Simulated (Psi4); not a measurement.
Cl2MoO2, charge -1, quartet, geometry from GFN2-xTB of the parent state (such geometries of metal compounds can be far from the true shape) (the multiplicity is a formal guess) (core potentials on Mo) (a gas-phase anion, which may not be bound at this level); HF/def2-SVP run with Psi4.

Input for Psi4:
```
memory 2 GB

molecule {
-1 4
  Mo    0.48465740   -0.09009807    0.15996992
  O     1.58129813   -0.62530869   -0.94327488
  O     0.84317706    0.17459744    1.74351668
  Cl   -0.78512742    1.69131697   -0.71922732
  Cl   -1.55319094   -1.25662233   -0.05257686
}

set basis def2-svp
set reference uhf

energy('scf')
print_variables()
```

Q: Predict the main parts of the log of this Psi4 run.

A: 
```
   => Loading Basis Set <=

    Name: DEF2-SVP
    Role: ORBITAL
    Keyword: BASIS

    !!!  WARNING: ECP capability is in beta. Please check occupations closely.  !!!

         ---------------------------------------------------------
                                   SCF
               by Justin Turney, Rob Parrish, Andy Simmonett
                          and Daniel G. A. Smith
                              UHF Reference
         ---------------------------------------------------------

  ==> Geometry <==

    Molecular point group: c1
    Full point group: C1

    Geometry (in Angstrom), charge = -1, multiplicity = 4:

       Center              X                  Y                   Z               Mass
    ------------   -----------------  -----------------  -----------------  -----------------
         MO           0.462331038962    -0.085947587336     0.152600702607    97.905404820000
         O            1.558971768962    -0.621158207336    -0.950644097393    15.994914619570
         O            0.820850698962     0.178747922664     1.736147462607    15.994914619570
         CL          -0.807453781038     1.695467452664    -0.726596537393    34.968852682000
         CL          -1.575517301038    -1.252471847336    -0.059946077393    34.968852682000

  Running in c1 symmetry.

  Rotational constants: A =      0.07106  B =      0.06573  C =      0.04692 [cm^-1]
  Rotational constants: A =   2130.26667  B =   1970.55502  C =   1406.60807 [MHz]
  Nuclear repulsion =  326.345946426051228

  Charge       = -1
  Multiplicity = 4
  Electrons    = 65
  Nalpha       = 34
  Nbeta        = 31

  ==> Algorithm <==

  SCF Algorithm Type is DF.
  DIIS enabled.
  MOM disabled.
  Fractional occupation disabled.
  Guess Type is SAD.
  Energy threshold   = 1.00e-06
  Density threshold  = 1.00e-06
  Integral threshold = 1.00e-12

  ==> Primary Basis <==

  Basis Set: DEF2-SVP
    Blend: DEF2-SVP
    Number of shells: 39
    Number of basis functions: 95
    Number of Cartesian functions: 104
    Spherical Harmonics?: true
    Max angular momentum: 3

  Core potential: DEF2-SVP
    Number of shells: 4
    Number of ECP primitives: 14
    Number of ECP core electrons: 28
    Max angular momentum: 3

   => Loading Basis Set <=

    Name: (DEF2-SVP AUX)
    Role: JKFIT
    Keyword: DF_BASIS_SCF

  ==> Integral Setup <==

  SCF_SUBTYPE=INCORE selected. In-core MEM_DF algorithm will be used.
  Using in-core AOs.

  ==> MemDFJK: Density-Fitted J/K Matrices <==

    J tasked:                   Yes
    K tasked:                   Yes
    wK tasked:                   No
    Algorithm:                 Core
    Schwarz Cutoff:           1E-12
    Mask sparsity (%):       4.0776
    Fitting Condition:        1E-10

   => Auxiliary Basis Set <=

  Basis Set: (DEF2-SVP AUX)
    Blend: DEF2-UNIVERSAL-JKFIT
    Number of shells: 175
    Number of basis functions: 665
    Number of Cartesian functions: 880
    Spherical Harmonics?: true
    Max angular momentum: 6

  Minimum eigenvalue in the overlap matrix is 1.2152542860E-02.
  Reciprocal condition number of the overlap matrix is 3.0899487088E-03.
    Using symmetric orthogonalization.

  ==> Pre-Iterations <==

  SCF Guess: Superposition of Atomic Densities via on-the-fly atomic UHF (no occupation information).

   -------------------------
    Irrep   Nso     Nmo
   -------------------------
     A         95      95
   -------------------------
    Total      95      95
   -------------------------

  ==> Iterations <==

                           Total Energy        Delta E     RMS |[F,P]|

   @DF-UHF iter SAD: -1134.49911489357032   -1.13450e+03   0.00000e+00
   @DF-UHF iter   1: -1135.35150030453451   -8.52385e-01   1.04166e-02 ADIIS/DIIS
   @DF-UHF iter   2: -1134.95500898919636    3.96491e-01   1.53324e-02 ADIIS/DIIS
   @DF-UHF iter   3: -1135.77588566662439   -8.20877e-01   2.01107e-03 ADIIS/DIIS
   @DF-UHF iter   4: -1135.79984095097848   -2.39553e-02   7.42817e-04 ADIIS/DIIS
   @DF-UHF iter   5: -1135.80544535952208   -5.60441e-03   3.53161e-04 ADIIS/DIIS
   @DF-UHF iter   6: -1135.80761272451173   -2.16736e-03   2.58243e-04 ADIIS/DIIS
   @DF-UHF iter   7: -1135.80897238562579   -1.35966e-03   1.72250e-04 ADIIS/DIIS
   @DF-UHF iter   8: -1135.81019473491529   -1.22235e-03   1.26394e-04 ADIIS/DIIS
   @DF-UHF iter   9: -1135.81131907043346   -1.12434e-03   9.50168e-05 DIIS
   @DF-UHF iter  10: -1135.81206804092017   -7.48970e-04   7.82313e-05 DIIS
   @DF-UHF iter  11: -1135.81244726094701   -3.79220e-04   7.21822e-05 DIIS
   @DF-UHF iter  12: -1135.81273690089529   -2.89640e-04   7.05829e-05 DIIS
   @DF-UHF iter  13: -1135.81275262505937   -1.57242e-05   6.78579e-05 DIIS
   @DF-UHF iter  14: -1135.81277329796421   -2.06729e-05   6.79778e-05 DIIS
   @DF-UHF iter  15: -1135.81277017932757    3.11864e-06   6.82036e-05 DIIS
   @DF-UHF iter  16: -1135.81281633945946   -4.61601e-05   6.84487e-05 DIIS
   @DF-UHF iter  17: -1135.81268965936033    1.26680e-04   6.68164e-05 DIIS
   @DF-UHF iter  18: -1135.81231869784142    3.70962e-04   6.80601e-05 DIIS
   @DF-UHF iter  19: -1135.81200806838638    3.10629e-04   7.12590e-05 DIIS
   @DF-UHF iter  20: -1135.81213647268100   -1.28404e-04   7.15287e-05 DIIS
   @DF-UHF iter  21: -1135.81216431018902   -2.78375e-05   7.14491e-05 DIIS
   @DF-UHF iter  22: -1135.81221736446651   -5.30543e-05   7.06046e-05 DIIS
   @DF-UHF iter  23: -1135.81244604083713   -2.28676e-04   6.92157e-05 DIIS
   @DF-UHF iter  24: -1135.81230950947679    1.36531e-04   7.27367e-05 DIIS
   @DF-UHF iter  25: -1135.81248347894325   -1.73969e-04   7.15835e-05 DIIS
   @DF-UHF iter  26: -1135.81286452059680   -3.81042e-04   7.49159e-05 DIIS
   @DF-UHF iter  27: -1135.81251947736860    3.45043e-04   7.22296e-05 DIIS
   @DF-UHF iter  28: -1135.81260426509402   -8.47877e-05   7.23034e-05 DIIS
   @DF-UHF iter  29: -1135.81255977304863    4.44920e-05   7.64084e-05 DIIS
   @DF-UHF iter  30: -1135.81239423772558    1.65535e-04   6.90476e-05 DIIS
[...]
   @DF-UHF iter  42: -1135.81282754635390    1.05188e-05   4.46607e-05 DIIS
   @DF-UHF iter  43: -1135.81283057386440   -3.02751e-06   4.45967e-05 DIIS
   @DF-UHF iter  44: -1135.81272703647369    1.03537e-04   4.58517e-05 DIIS
   @DF-UHF iter  45: -1135.81264085045473    8.61860e-05   5.45801e-05 DIIS
   @DF-UHF iter  46: -1135.81224550607135    3.95344e-04   1.06065e-04 ADIIS/DIIS
   @DF-UHF iter  47: -1135.81284260167217   -5.97096e-04   4.26173e-05 DIIS
   @DF-UHF iter  48: -1135.81291930215866   -7.67005e-05   4.38917e-05 DIIS
   @DF-UHF iter  49: -1135.81299668839506   -7.73862e-05   4.73884e-05 DIIS
   @DF-UHF iter  50: -1135.81289152912586    1.05159e-04   4.50717e-05 DIIS
   @DF-UHF iter  51: -1135.81293791504095   -4.63859e-05   4.71380e-05 DIIS
   @DF-UHF iter  52: -1135.81291306444518    2.48506e-05   4.59978e-05 DIIS
   @DF-UHF iter  53: -1135.81284847000529    6.45944e-05   4.44917e-05 DIIS
   @DF-UHF iter  54: -1135.81286863349555   -2.01635e-05   4.49492e-05 DIIS
   @DF-UHF iter  55: -1135.81286507359664    3.55990e-06   4.45582e-05 DIIS
   @DF-UHF iter  56: -1135.81285936132986    5.71227e-06   4.58879e-05 DIIS
   @DF-UHF iter  57: -1135.81240861357901    4.50748e-04   8.17663e-05 DIIS
   @DF-UHF iter  58: -1135.81300010389964   -5.91490e-04   5.29203e-05 DIIS
   @DF-UHF iter  59: -1135.81299469956321    5.40434e-06   5.24319e-05 DIIS
   @DF-UHF iter  60: -1135.81304212509235   -4.74255e-05   5.61896e-05 DIIS
   @DF-UHF iter  61: -1135.81290470253725    1.37423e-04   4.69427e-05 DIIS
   @DF-UHF iter  62: -1135.81292869842036   -2.39959e-05   4.78436e-05 DIIS
   @DF-UHF iter  63: -1135.81284562266978    8.30758e-05   4.53361e-05 DIIS
   @DF-UHF iter  64: -1135.81281306785172    3.25548e-05   4.48311e-05 DIIS
   @DF-UHF iter  65: -1135.81281986117824   -6.79333e-06   4.45667e-05 DIIS
   @DF-UHF iter  66: -1135.81282612433233   -6.26315e-06   4.46470e-05 DIIS
   @DF-UHF iter  67: -1135.81282678217985   -6.57848e-07   4.42912e-05 DIIS
   @DF-UHF iter  68: -1135.81225567222600    5.71110e-04   1.06104e-04 ADIIS/DIIS
   @DF-UHF iter  69: -1135.81282298351925   -5.67311e-04   4.38559e-05 DIIS
   @DF-UHF iter  70: -1135.81291708151616   -9.40980e-05   4.58546e-05 DIIS
   @DF-UHF iter  71: -1135.81288796975991    2.91118e-05   4.51680e-05 DIIS
   @DF-UHF iter  72: -1135.81285973730519    2.82325e-05   4.42046e-05 DIIS
   @DF-UHF iter  73: -1135.81283503656050    2.47007e-05   4.25906e-05 DIIS
   @DF-UHF iter  74: -1135.81283547594057   -4.39380e-07   4.24499e-05 DIIS
   @DF-UHF iter  75: -1135.81283494190757    5.34033e-07   4.24556e-05 DIIS
   @DF-UHF iter  76: -1135.81284288725874   -7.94535e-06   4.33138e-05 DIIS
   @DF-UHF iter  77: -1135.81284934576388   -6.45851e-06   4.36685e-05 DIIS
   @DF-UHF iter  78: -1135.81289448860048   -4.51428e-05   4.35618e-05 DIIS
   @DF-UHF iter  79: -1135.81232850827814    5.65980e-04   8.53400e-05 DIIS
   @DF-UHF iter  80: -1135.81299995441441   -6.71446e-04   5.13546e-05 DIIS
   @DF-UHF iter  81: -1135.81317358825913   -1.73634e-04   6.49385e-05 DIIS
   @DF-UHF iter  82: -1135.81312831146761    4.52768e-05   6.67571e-05 DIIS
   @DF-UHF iter  83: -1135.81312016463812    8.14683e-06   6.65054e-05 DIIS
   @DF-UHF iter  84: -1135.81305192607533    6.82386e-05   6.29017e-05 DIIS
   @DF-UHF iter  85: -1135.81304623008577    5.69599e-06   6.30987e-05 DIIS
   @DF-UHF iter  86: -1135.81307484261538   -2.86125e-05   6.53113e-05 DIIS
   @DF-UHF iter  87: -1135.81305788230907    1.69603e-05   6.40365e-05 DIIS
   @DF-UHF iter  88: -1135.81305936818148   -1.48587e-06   6.42975e-05 DIIS
   @DF-UHF iter  89: -1135.81303899619388    2.03720e-05   6.15465e-05 DIIS
   @DF-UHF iter  90: -1135.81251245320937    5.26543e-04   7.64038e-05 DIIS
   @DF-UHF iter  91: -1135.81320717146127   -6.94718e-04   7.83357e-05 DIIS
   @DF-UHF iter  92: -1135.81340777545165   -2.00604e-04   8.56385e-05 DIIS
   @DF-UHF iter  93: -1135.81323914565405    1.68630e-04   7.92235e-05 DIIS
   @DF-UHF iter  94: -1135.81321842471357    2.07209e-05   7.70839e-05 DIIS
   @DF-UHF iter  95: -1135.81321291811173    5.50660e-06   7.85411e-05 DIIS
   @DF-UHF iter  96: -1135.81325722551992   -4.43074e-05   8.03615e-05 DIIS
   @DF-UHF iter  97: -1135.81320313025071    5.40953e-05   7.79828e-05 DIIS
   @DF-UHF iter  98: -1135.81320501283471   -1.88258e-06   7.81420e-05 DIIS
   @DF-UHF iter  99: -1135.81315356271671    5.14501e-05   7.37595e-05 DIIS
   @DF-UHF iter 100: -1135.81279409262697    3.59470e-04   8.54345e-05 DIIS

PsiException: Could not converge SCF iterations in 100 iterations.

  Failed to converge.

Traceback (most recent call last):
  File "psi4", line 375, in <module>
  File "<string>", line 26, in <module>
  File "site-packages/psi4/driver/driver.py", line 533, in energy
  File "site-packages/psi4/driver/procrouting/proc.py", line 2760, in run_scf
  File "site-packages/psi4/driver/procrouting/proc.py", line 2047, in scf_helper
  File "site-packages/psi4/driver/procrouting/scf_proc/scf_iterator.py", line 93, in scf_compute_energy
  File "site-packages/psi4/driver/procrouting/scf_proc/scf_iterator.py", line 86, in scf_compute_energy
  File "site-packages/psi4/driver/procrouting/scf_proc/scf_iterator.py", line 609, in scf_iterate

psi4.driver.p4util.exceptions.SCFConvergenceError: Could not converge SCF iterations in 100 iterations.

Printing out the relevant lines from the Psithon --> Python processed input file:
      Cl   -1.55319094   -1.25662233   -0.05257686
    """)
    core.IO.set_default_namespace("")
    core.set_global_option("BASIS", "def2-svp")
    core.set_global_option("REFERENCE", "uhf")
--> energy('scf')
    print_variables()

!-------------------------------------------------------!
!                                                       !
!  Could not converge SCF iterations in 100 iterations. !
!                                                       !
!-------------------------------------------------------!
```

Convergence was not reached.
